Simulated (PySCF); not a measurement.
All of these have the formula [C7H14P]+. Level of theory: TDDFT CAM-B3LYP/def2-SVPD, vertical, gas phase, core orbitals frozen in the response (PySCF). Geometries: PBE0-D3(BJ)/def2-SVP; one conformer of each isolated species. Triplets are in the Tamm–Dancoff approximation. Ions are computed without counter-ions or solvent.

A. `C#CC[PH+](CC)CC`
B. `C[PH+](C1CC1)C1CC1`
C. `C=C[P@@H+](C)C1CCC1`
D. `CC1C[P+](CC=1)(C)C`

Lowest singlet levels (six at most, fewer where fewer were computed) with oscillator strengths:

1. 8.19 eV (f 0.024); 8.38 eV (f 0.009); 8.58 eV (f 0.028); 8.61 eV (f 0.007); 8.62 eV (f 0.027); 8.78 eV (f 0.056); T1 7.96 eV
2. 6.34 eV (f 0.000); 6.65 eV (f 0.015); 6.74 eV (f 0.001); 7.62 eV (f 0.003); 7.68 eV (f 0.014); 7.92 eV (f 0.003); T1 5.25 eV
3. 7.09 eV (f 0.351); 7.40 eV (f 0.115); 7.92 eV (f 0.030); 7.99 eV (f 0.003); 8.02 eV (f 0.004); 8.12 eV (f 0.019); T1 4.24 eV
4. 6.74 eV (f 0.167); 7.06 eV (f 0.003); 7.44 eV (f 0.014); 7.51 eV (f 0.010); 7.62 eV (f 0.119); 8.24 eV (f 0.006); T1 4.22 eV

Question: Match each spectrum to its molecule.

Answer: 1 = B, 2 = A, 3 = C, 4 = D.
- A: S1 at 6.34 eV, HOMO-1→LUMO+3 (18%), HOMO-1→LUMO (16%), HOMO-1→LUMO+1 (14%); Löwdin shares by element: HOMO carbon 87% or more; LUMO phosphorus 24%, carbon 16% or more, hydrogen 13% or more (atoms not listed hold the other 47%); HOMO -13.29 and LUMO -2.82 eV.
- B: S1 at 8.19 eV, HOMO→LUMO (85%); Löwdin shares by element: HOMO carbon 68% or more (atoms not listed hold the other 32%); LUMO phosphorus 28%, hydrogen 28% or more, carbon 10% or more (atoms not listed hold the other 35%); HOMO -14.22 and LUMO -2.87 eV.
- C: S1 at 7.09 eV, HOMO→LUMO (88%); Löwdin shares by element: HOMO carbon 64% or more (atoms not listed hold the other 36%); LUMO carbon 67% or more, phosphorus 10%, hydrogen 5% or more (atoms not listed hold the other 19%); HOMO -13.92 and LUMO -4.14 eV.
- D: S1 at 6.74 eV, HOMO→LUMO (88%); Löwdin shares by element: HOMO carbon 78% or more (atoms not listed hold the other 22%); LUMO carbon 54% or more, phosphorus 7% (atoms not listed hold the other 39%); HOMO -12.50 and LUMO -2.80 eV.
